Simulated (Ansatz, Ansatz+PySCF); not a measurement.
```xyz
2

Si    0.0000    0.0000    0.0000
S     0.0000    0.0000    1.8325
```

Basis set: def2-SVP (spherical functions). Frozen core: 10 orbitals. Charge 0, multiplicity 1.

Computed with Ansatz (development build ahead of 0.2.0); each method stands on the lowest determinant of its kind that the runs found. Restricted open shells among the atoms or ions are ROHF, correlated in semicanonical orbitals with singles.

The atomization energy at this shape (free ground-state atoms in the same class of orbitals less the molecule, no zero-point energy) of singlet SiS:

| method | atomization energy |
| --- | --- |
| RHF-MP2 | 5.57 eV |
| RHF | 3.82 eV |
| UHF | 3.62 eV |

(1) What does RHF-CCSD(T) give?

## Answers

(1) 5.42 eV. Caution: the shape is not the minimum.
